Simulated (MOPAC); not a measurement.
Job for MOPAC: PM3 on CH5ClGe (SMILES [CH3][GeH2][Cl]), a point of a torsion scan.

```
PM3 1SCF PRECISE CHARGE=0 THREADS=1
CH5ClGe

C     -1.06512635 1     0.15538674 1     0.04304390 1
Ge     0.85839689 1    -0.26954466 1    -0.05821462 1
Cl     1.18223601 1    -2.12915054 1     0.86675504 1
H     -1.46002943 1    -0.13382750 1     1.01398730 1
H     -1.61271151 1    -0.39748069 1    -0.71720824 1
H     -1.24661047 1     1.21510307 1    -0.10667434 1
H      1.36834588 1    -0.37011939 1    -1.47752309 1
H      1.71918862 1     0.73943643 1     0.66838096 1
```

Program output:

```
*******************************************************************************
 **                                                                           **
 **                              MOPAC v23.2.5                                **
 **                                                                           **
 *******************************************************************************
 ** MOPAC's Digital Object Identifier: https://doi.org/10.5281/zenodo.6511958 **
 **                                                                           **
 ** Please cite the open-source release paper for use of this MOPAC version:  **
 ** J. E. Moussa and J. J. P. Stewart (2026)                                  **
 ** MOPAC: An open-source semiempirical molecular orbital program             **
 ** J. Open Source Softw., 11(119), 8025, https://doi.org/10.21105/joss.08025 **
 *******************************************************************************

                              PM3 CALCULATION RESULTS

 *******************************************************************************
 *  PM3        - The PM3 Hamiltonian to be used
 *
 *
 *
 *                 CHARGE ON SYSTEM = 0
 *
 *
 *
 *  PRECISE    - TIGHTER CRITERIA TO BE USED
 *  1SCF       - DO 1 SCF AND THEN STOP
 *  THREADS=1  - MULTI-THREADING NOT USED
 *  T=         - A TIME OF 172800.0 SECONDS REQUESTED
 *  DUMP=N     - RESTART FILE WRITTEN EVERY 7200.0 SECONDS REQUESTED
 *******************************************************************************
PM3 1SCF PRECISE CHARGE=0 THREADS=1
 CH5ClGe

   ATOM   CHEMICAL          X               Y               Z
  NUMBER   SYMBOL      (ANGSTROMS)     (ANGSTROMS)     (ANGSTROMS)

     1       C         -1.06512635  *   0.15538674  *   0.04304390  *
     2      Ge          0.85839689  *  -0.26954466  *  -0.05821462  *
     3      Cl          1.18223601  *  -2.12915054  *   0.86675504  *
     4       H         -1.46002943  *  -0.13382750  *   1.01398730  *
     5       H         -1.61271151  *  -0.39748069  *  -0.71720824  *
     6       H         -1.24661047  *   1.21510307  *  -0.10667434  *
     7       H          1.36834588  *  -0.37011939  *  -1.47752309  *
     8       H          1.71918862  *   0.73943643  *   0.66838096  *



          CARTESIAN COORDINATES

    NO.       ATOM           X           Y           Z

     1         C         -1.0651      0.1554      0.0430
     2        Ge          0.8584     -0.2695     -0.0582
     3        Cl          1.1822     -2.1292      0.8668
     4         H         -1.4600     -0.1338      1.0140
     5         H         -1.6127     -0.3975     -0.7172
     6         H         -1.2466      1.2151     -0.1067
     7         H          1.3683     -0.3701     -1.4775
     8         H          1.7192      0.7394      0.6684

  H: (PM3): J. J. P. STEWART, J. COMP. CHEM. 10, 209 (1989).
  C: (PM3): J. J. P. STEWART, J. COMP. CHEM. 10, 209 (1989).
 Cl: (PM3): J. J. P. STEWART, J. COMP. CHEM. 10, 209 (1989).
 Ge: (PM3): J. J. P. STEWART, J. COMP. CHEM. 12, 320-341 (1991).

           Empirical Formula: C H5 Ge Cl  =     8 atoms



      MOLECULAR POINT GROUP   :   C1


      RHF CALCULATION, NO. OF DOUBLY OCCUPIED LEVELS = 10


 -------------------------------------------------------------------------------
 PM3 1SCF PRECISE CHARGE=0 THREADS=1
 CH5ClGe



     1SCF WAS SPECIFIED, SO BFGS WAS NOT USED
     SCF FIELD WAS ACHIEVED


                              PM3 CALCULATION
                                                       MOPAC v23.2.5 Linux




          FINAL HEAT OF FORMATION =        -22.69105 KCAL/MOL =     -94.93936 KJ/MOL


          COSMO AREA              =        114.62 SQUARE ANGSTROMS
          COSMO VOLUME            =        103.65 CUBIC ANGSTROMS

          IONIZATION POTENTIAL    =         10.416407 EV
          HOMO LUMO ENERGIES (EV) =        -10.416 -0.750
          NO. OF FILLED LEVELS    =         10
          MOLECULAR WEIGHT        =        125.0935         POINT GROUP:  C1

          MOLECULAR DIMENSIONS (Angstroms)

            Atom       Atom       Distance
            H     6   Cl     3     4.24628
            H     4    H     7     3.56980
            H     5    H     8     3.35455


          SCF CALCULATIONS        =          1





   ATOM   CHEMICAL          X               Y               Z
  NUMBER   SYMBOL      (ANGSTROMS)     (ANGSTROMS)     (ANGSTROMS)

     1       C         -1.06512635  *   0.15538674  *   0.04304390  *
     2      Ge          0.85839689  *  -0.26954466  *  -0.05821462  *
     3      Cl          1.18223601  *  -2.12915054  *   0.86675504  *
     4       H         -1.46002943  *  -0.13382750  *   1.01398730  *
     5       H         -1.61271151  *  -0.39748069  *  -0.71720824  *
     6       H         -1.24661047  *   1.21510307  *  -0.10667434  *
     7       H          1.36834588  *  -0.37011939  *  -1.47752309  *
     8       H          1.71918862  *   0.73943643  *   0.66838096  *

                             CARTESIAN COORDINATES

   1    C       -1.065126350     0.155386740     0.043043900
   2   Ge        0.858396890    -0.269544660    -0.058214620
   3   Cl        1.182236010    -2.129150540     0.866755040
   4    H       -1.460029430    -0.133827500     1.013987300
   5    H       -1.612711510    -0.397480690    -0.717208240
   6    H       -1.246610470     1.215103070    -0.106674340
   7    H        1.368345880    -0.370119390    -1.477523090
   8    H        1.719188620     0.739436430     0.668380960


           Empirical Formula: C H5 Ge Cl  =     8 atoms



      MOLECULAR POINT GROUP   :   C1


                  EIGENVALUES
 -54.84646 -29.11728 -15.48753 -14.61917 -14.34344 -12.50755 -12.46817 -12.03496
 -10.51071 -10.41641  -0.74993  -0.03647   0.16858   2.34349   4.11730   4.20648
   4.22855


              NET ATOMIC CHARGES AND DIPOLE CONTRIBUTIONS

  ATOM NO.   TYPE          CHARGE      No. of ELECS.   s-Pop       p-Pop
    1          C          -0.239079        4.2391     1.16544     3.07364
    2         Ge           0.456103        3.5439     0.74674     2.79716
    3         Cl          -0.251325        7.2513     1.97434     5.27699
    4          H           0.063277        0.9367     0.93672
    5          H           0.058262        0.9417     0.94174
    6          H           0.057524        0.9425     0.94248
    7          H          -0.072615        1.0726     1.07262
    8          H          -0.072146        1.0721     1.07215
 DIPOLE           X         Y         Z       TOTAL
 POINT-CHG.    -0.636     1.858    -0.862     2.144
 HYBRID        -0.173     0.255    -0.112     0.328
 SUM           -0.809     2.113    -0.973     2.463


          ATOMIC ORBITAL ELECTRON POPULATIONS

     Atom    s        px        py        pz
    1  C   1.16544   1.00028   1.03174   1.04162
    2 Ge   0.74674   0.98573   0.82978   0.98165
    3 Cl   1.97434   1.96044   1.46431   1.85223
    4  H   0.93672
    5  H   0.94174
    6  H   0.94248
    7  H   1.07262
    8  H   1.07215

 **********************
 *                    *
 * JOB ENDED NORMALLY *
 *                    *
 **********************




 == MOPAC DONE ==
```

The run finished.

Cost: very roughly 0.04 core-seconds.
